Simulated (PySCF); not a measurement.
BH3NOSi, H4NSi2, FH4NSi2, FH3N2Si and others (calculated)

Computed with PySCF 2.14.0. Calculation on a computer-drawn molecule: the log of a Hartree-Fock and frozen-core CCSD(T) single point meant for a local Hartree-Fock minimum, with one planted fault or none, to be diagnosed. Offsets are logged minus clean, where the clean run is the same molecule without the fault. The reference is restricted for singlets and unrestricted otherwise, and also for a bond in bohr or an excited solution. Adding or removing an electron swaps singlet and doublet. The excited solution moves the top pair (singlet) or top alpha electron (doublet) to the lowest empty orbital. Highest occupied and lowest empty are orbital energies over both spins, largest force is the largest gradient component, triples share is (T) over the correlation energy, the T1 limit is 0.02 restricted and 0.045 unrestricted, electrons count all cores, a negative frequency is imaginary (commonest isotopes), and the dipole is about the centre of nuclear charge.

Common to all runs: meant multiplicity 1; logged SCF converged yes; possible faults no fault, one electron removed, one electron added, multiplicity raised by two, geometry at a saddle point, SCF held on an excited solution, minimal basis STO-3G, one bond length entered in bohr, all coordinates scaled.

(1) BH3NOSi

Logged structure:
```xyz
7
BH3NOSi
N      2.1142    -0.9492    -1.8211
Si     0.8971    -0.5002    -0.6817
B     -0.0915    -1.5164     1.0914
O     -1.0271    -0.8012     1.7405
H      2.5126    -1.9352    -1.6794
H      0.3786     0.9825    -0.9884
H      0.3388    -2.7376     1.3404
```

```
meant charge                         : -1
meant basis                          : aug-cc-pV(D+d)Z
logged electrons                     : 38
logged basis functions               : 128
logged spin squared                  : 0
logged highest occupied              : -4.2976 eV
logged lowest empty                  : 3.998 eV
logged largest force                 : 0.068463 hartree/bohr
logged T1 diagnostic                 : 0.024566
logged D1 diagnostic                 : 0.075756
logged triples share                 : 0.045005
logged CC converged                  : yes
logged dipole magnitude              : 2.2234 debye
logged SCF stable within its kind    : yes
logged energy HF                     : -444.69493 hartree
logged energy CCSD(T)                : -445.34516 hartree
planted fault                        : all coordinates scaled, by +6.5 %
HF energy offset from clean run      : 17.34 kcal/mol
CCSD(T) energy offset from clean run : 5.863 kcal/mol
```

Drawn bonds:
```
atom  other atom  order
   1           2      2
   2           3      1
   3           4      1
   1           5      1
   2           6      1
   3           7      1
```

Notes: T1 above single-reference limit.

(2) BH3NOSi

Logged structure:
```xyz
7
BH3NOSi
N      1.9852    -0.8913    -1.7100
Si     0.8423    -0.4696    -0.6401
B     -0.0859    -1.4239     1.0248
O     -0.9644    -0.7523     1.6343
H      2.3592    -1.8171    -1.5769
H      0.3555     0.9225    -0.9281
H      0.3181    -2.5705     1.2586
```

```
meant charge                         : -1
meant basis                          : aug-cc-pV(D+d)Z
logged electrons                     : 38
logged basis functions               : 128
logged spin squared                  : 2.0808
logged highest occupied              : -1.0376 eV
logged lowest empty                  : 3.7259 eV
logged largest force                 : 0.050402 hartree/bohr
logged T1 diagnostic                 : 0.049543
logged D1 diagnostic                 : 0.28008
logged triples share                 : 0.042983
logged CC converged                  : yes
logged dipole magnitude              : 2.8702 debye
logged SCF stable within its kind    : yes
logged energy HF                     : -444.65854 hartree
logged energy CCSD(T)                : -445.27622 hartree
planted fault                        : multiplicity raised by two
HF energy offset from clean run      : 40.17 kcal/mol
CCSD(T) energy offset from clean run : 49.12 kcal/mol
```

Drawn bonds:
```
atom  other atom  order
   1           2      2
   2           3      1
   3           4      1
   1           5      1
   2           6      1
   3           7      1
```

Notes: T1 above single-reference limit.

(3) BH3NOSi

Structure as in entry 2.

```
meant charge                         : -1
meant basis                          : aug-cc-pV(D+d)Z
logged electrons                     : 38
logged basis functions               : 27
logged spin squared                  : 0
logged highest occupied              : 0.97546 eV
logged lowest empty                  : 13.064 eV
logged largest force                 : 0.052334 hartree/bohr
logged T1 diagnostic                 : 0.023757
logged D1 diagnostic                 : 0.087508
logged triples share                 : 0.036557
logged CC converged                  : yes
logged dipole magnitude              : 1.4038 debye
logged SCF stable within its kind    : yes
logged energy HF                     : -439.11764 hartree
logged energy CCSD(T)                : -439.37684 hartree
planted fault                        : minimal basis STO-3G
HF energy offset from clean run      : 3517 kcal/mol
CCSD(T) energy offset from clean run : 3751 kcal/mol
```

Drawn bonds:
```
atom  other atom  order
   1           2      2
   2           3      1
   3           4      1
   1           5      1
   2           6      1
   3           7      1
```

Notes: T1 above single-reference limit; highest electron not bound in this basis.

(4) H4NSi2

Logged structure:
```xyz
7
H4NSi2
N     -2.5134     2.1866     0.5837
Si    -1.5177     1.0116     0.0833
Si     0.8021     0.6339     0.0407
H     -2.0762     2.9089     1.1318
H     -2.2864    -0.0021    -0.7186
H      1.1671     1.2606     1.3787
H      0.6929    -0.8257     0.4719
```

```
meant charge                         : -1
meant basis                          : aug-cc-pV(D+d)Z
logged electrons                     : 40
logged basis functions               : 27
logged spin squared                  : 0
logged highest occupied              : 2.0329 eV
logged lowest empty                  : 13.465 eV
logged largest force                 : 0.035341 hartree/bohr
logged T1 diagnostic                 : 0.022407
logged D1 diagnostic                 : 0.088171
logged triples share                 : 0.027644
logged CC converged                  : yes
logged dipole magnitude              : 0.47054 debye
logged SCF stable within its kind    : yes
logged energy HF                     : -627.01065 hartree
logged energy CCSD(T)                : -627.19477 hartree
planted fault                        : minimal basis STO-3G
HF energy offset from clean run      : 4779 kcal/mol
CCSD(T) energy offset from clean run : 4954 kcal/mol
```

Drawn bonds:
```
atom  other atom  order
   1           2      2
   2           3      1
   1           4      1
   2           5      1
   3           6      1
   3           7      1
```

Notes: T1 above single-reference limit; highest electron not bound in this basis.

(5) FH4NSi2

Logged structure:
```xyz
8
FH4NSi2
N      0.9104    -2.7168    -2.3339
Si     0.1905    -1.4747    -1.7302
F     -1.0458    -0.8336    -2.5236
Si     0.4595    -0.1723     0.2111
H      1.6895    -3.1983    -1.9290
H     -0.7900    -0.2361     0.9979
H      0.7313     1.2234    -0.1922
H      1.5909    -0.7186     0.9873
```

```
meant charge                      : 0
meant basis                       : cc-pV(D+d)Z
logged electrons                  : 48
logged basis functions            : 94
logged spin squared               : 0
logged highest occupied           : -4.0611 eV
logged lowest empty               : -5.1975 eV
logged largest force              : 0.27847 hartree/bohr
logged CC converged               : no
logged dipole magnitude           : 6.8893 debye
logged SCF stable within its kind : no
logged energy HF                  : -733.61553 hartree
planted fault                     : SCF held on an excited solution
HF energy offset from clean run   : 311.8 kcal/mol
```

Drawn bonds:
```
atom  other atom  order
   1           2      2
   2           3      1
   2           4      1
   1           5      1
   4           6      1
   4           7      1
   4           8      1
```

Notes: CCSD not converged.

(6) FH3N2Si

Logged structure:
```xyz
7
FH3N2Si
N     -2.9688    -1.2052    -0.1428
Si    -2.1523    -0.3636     1.0760
N     -1.4697    -0.7697     2.7139
F     -1.7921     1.3259     0.8787
H     -3.2701    -2.2519    -0.1828
H     -1.5270    -1.7685     3.1515
H     -0.9646    -0.0385     3.3500
```

```
meant charge                         : 0
meant basis                          : cc-pV(D+d)Z
logged electrons                     : 40
logged basis functions               : 80
logged spin squared                  : 0
logged highest occupied              : -9.7975 eV
logged lowest empty                  : 2.4732 eV
logged largest force                 : 0.077594 hartree/bohr
logged T1 diagnostic                 : 0.018659
logged D1 diagnostic                 : 0.064628
logged triples share                 : 0.030117
logged CC converged                  : yes
logged dipole magnitude              : 4.6674 debye
logged SCF stable within its kind    : yes
logged energy HF                     : -499.02903 hartree
logged energy CCSD(T)                : -499.70529 hartree
planted fault                        : all coordinates scaled, by +9.2 %
HF energy offset from clean run      : 39.36 kcal/mol
CCSD(T) energy offset from clean run : 22.55 kcal/mol
```

Drawn bonds:
```
atom  other atom  order
   1           2      2
   2           3      1
   2           4      1
   1           5      1
   3           6      1
   3           7      1
```

(7) H3NOSi2

Logged structure:
```xyz
7
H3NOSi2
N     -2.8580    -1.2772     1.4007
Si    -1.5626    -0.4387     1.6086
O     -0.7452     0.5644     0.6045
Si    -0.5366    -0.4826     3.7468
H     -3.4852    -1.4620     0.6459
H     -1.0589     0.7027    -0.2793
H      0.4373    -1.5551     3.3074
```

```
meant charge                         : 0
meant basis                          : cc-pV(D+d)Z
logged electrons                     : 46
logged basis functions               : 31
logged spin squared                  : 0
logged highest occupied              : -5.6551 eV
logged lowest empty                  : 5.1514 eV
logged largest force                 : 0.03916 hartree/bohr
logged T1 diagnostic                 : 0.019398
logged D1 diagnostic                 : 0.073791
logged triples share                 : 0.037337
logged CC converged                  : yes
logged dipole magnitude              : 1.6175 debye
logged SCF stable within its kind    : yes
logged energy HF                     : -700.38017 hartree
logged energy CCSD(T)                : -700.59593 hartree
planted fault                        : minimal basis STO-3G
HF energy offset from clean run      : 5341 kcal/mol
CCSD(T) energy offset from clean run : 5568 kcal/mol
```

Drawn bonds:
```
atom  other atom  order
   1           2      2
   2           3      1
   2           4      1
   1           5      1
   3           6      1
   4           7      1
```

(8) BF2H2N

Logged structure:
```xyz
6
BF2H2N
N     -0.0940     0.6653     1.5975
B      1.8379     0.6401     3.3659
F      2.2168     1.7487     3.9942
F      2.4812    -0.4818     3.6737
H     -0.5850     1.4991     1.3565
H     -0.3883    -0.1583     1.1184
```

```
meant charge                      : 0
meant basis                       : cc-pVDZ
logged electrons                  : 32
logged basis functions            : 66
logged spin squared               : 1.01
logged highest occupied           : -8.9673 eV
logged lowest empty               : 2.8913 eV
logged largest force              : 0.018106 hartree/bohr
logged T1 diagnostic              : 0.015301
logged D1 diagnostic              : 0.051899
logged triples share              : 0.018602
logged CC converged               : yes
logged dipole magnitude           : 3.5088 debye
logged SCF stable within its kind : yes
logged energy HF                  : -279.16806 hartree
logged energy CCSD(T)             : -279.78457 hartree
planted fault                     : ?
```

Drawn bonds:
```
atom  other atom  order
   1           2      1
   2           3      1
   2           4      1
   1           5      1
   1           6      1
```

(9) BF2H2N

Logged structure:
```xyz
6
BF2H2N
N     -0.0940     0.6653     1.5975
B      0.9283     0.6520     2.5333
F      1.3072     1.7606     3.1616
F      1.5716    -0.4700     2.8410
H     -0.5850     1.4991     1.3565
H     -0.3883    -0.1583     1.1184
```

```
meant charge                      : 0
meant basis                       : cc-pVDZ
logged electrons                  : 32
logged basis functions            : 66
logged spin squared               : 0
logged highest occupied           : -12.236 eV
logged lowest empty               : 4.8798 eV
logged largest force              : 2.966e-05 hartree/bohr
logged lowest frequency           : 402.66 cm⁻¹
logged T1 diagnostic              : 0.0117
logged D1 diagnostic              : 0.043504
logged triples share              : 0.018956
logged CC converged               : yes
logged dipole magnitude           : 2.9207 debye
logged SCF stable within its kind : yes
logged energy HF                  : -279.36797 hartree
logged energy CCSD(T)             : -280.01763 hartree
planted fault                     : ?
```

Drawn bonds:
```
atom  other atom  order
   1           2      1
   2           3      1
   2           4      1
   1           5      1
   1           6      1
```

(10) BClH4N2

Logged structure:
```xyz
8
BClH4N2
N     -3.0137    -1.2039    -0.9733
B     -2.3759    -2.2928    -0.3604
N     -1.6182    -2.2157     0.8177
Cl    -2.5423    -3.9126    -1.1459
H     -3.5440    -1.3012    -1.8113
H     -2.9765    -0.2752    -0.6111
H     -1.1805    -3.0146     1.2218
H     -1.4733    -1.3653     1.3186
```

```
meant charge                      : 0
meant basis                       : cc-pV(D+d)Z
logged electrons                  : 40
logged basis functions            : 85
logged spin squared               : 0
logged highest occupied           : -1.7554 eV
logged lowest empty               : -5.3313 eV
logged largest force              : 0.07 hartree/bohr
logged CC converged               : no
logged dipole magnitude           : 1.435 debye
logged SCF stable within its kind : no
logged energy HF                  : -594.86275 hartree
planted fault                     : ?
```

Drawn bonds:
```
atom  other atom  order
   1           2      1
   2           3      1
   2           4      1
   1           5      1
   1           6      1
   3           7      1
   3           8      1
```

Notes: CCSD not converged.

Question: Which fault was planted in the run of BF2H2N (entry 8)?
Answer: one bond length entered in bohr, row 1 of the drawn bonds

Question: Which fault was planted in the run of BF2H2N (entry 9)?
Answer: no fault

Question: Which fault was planted in the run of BClH4N2 (entry 10)?
Answer: SCF held on an excited solution

Further results for BF2H2N (entry 8):

```
HF energy offset from clean run      : 125.4 kcal/mol
CCSD(T) energy offset from clean run : 146.3 kcal/mol
```

Further results for BF2H2N (entry 9):

```
HF energy offset from clean run      : 0 kcal/mol
CCSD(T) energy offset from clean run : 0 kcal/mol
```

Further results for BClH4N2 (entry 10):

```
HF energy offset from clean run : 443.8 kcal/mol
```
